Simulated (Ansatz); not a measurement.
Consider the redistribution: `C#[C][GaH][Cl]` + `N#[C][SnH2][F]` → `N#[C][GaH][Cl]` + `C#[C][SnH2][F]`.

Gas-phase electronic energies from Ansatz, PBE0-D4/def2-TZVP geometries. CCSD(T)/CBS is the MP2 limit (def2-TZVPP, def2-QZVPP) plus CCSD(T) − MP2 in def2-TZVPP, frozen cores. DFT in def2-TZVPP. def2 core potentials past Kr. For Ga, Sn outer-core shells are correlated without core-valence functions, which leaves a few kJ/mol of doubt a bond. Scalar relativity is left out up to krypton.

`C#[C][GaH][Cl]`:

Cartesian coordinates in Å:
```
C -1.690 0.562 0.630
C -0.588 0.259 0.239
Ga 1.155 -0.190 -0.370
Cl 1.399 -2.201 -1.057
H -2.665 0.826 0.974
H 2.388 0.744 -0.415
```

`N#[C][SnH2][F]`:

```xyz
6

N     1.241   -0.543    2.253
C     0.707   -0.304    1.260
Sn   -0.187    0.139   -0.593
F    -2.057    0.109   -0.205
H     0.104   -1.126   -1.677
H     0.191    1.725   -1.038
```

`N#[C][GaH][Cl]`:

```xyz
5

N     2.210   -1.015   -0.019
C     1.152   -0.562    0.022
Ga   -0.637    0.166    0.130
Cl   -1.008    1.738   -1.247
H    -1.717   -0.328    1.113
```

`C#[C][SnH2][F]`:

```xyz
7

C     1.703   -0.995   -0.838
C     0.745   -0.453   -0.346
Sn   -0.898    0.442    0.539
F    -1.362    1.896   -0.626
H     2.551   -1.468   -1.281
H    -2.246   -0.586    0.533
H    -0.493    1.164    2.018
```

```json
{"level": "r2SCANh-D4", "ΔE (kJ/mol)": "1.8"}
{"level": "MP2/CBS(def2)", "ΔE (kJ/mol)": "1.0"}
```

(1) What does CCSD(T)/CBS give? (Best estimate.)

(2) What do rigid-rotor, harmonic-oscillator terms from PBE0-D4/def2-TZVP frequencies (298.15 K, 1 bar) make of the CCSD(T)/CBS value? (Best estimate.)

Largest T1 diagnostic among the species: 0.014.

## Answers

(1) The calculation gave: +1.4 kJ/mol. The listed levels differ from it by 0.4, -0.4 kJ/mol.

(2) Ansatz gave: ΔZPE = -0.1 kJ/mol, ΔH = +1.3 kJ/mol, ΔS = 0 J/(mol·K), ΔG = +1.3 kJ/mol.

Leaving LDA and LC-ωPBE aside and taking each functional with its dispersion term where it has one, the values, not all of them listed here, spread over 2.2 kJ/mol, from PBE-QIDH to BLYP-D4.
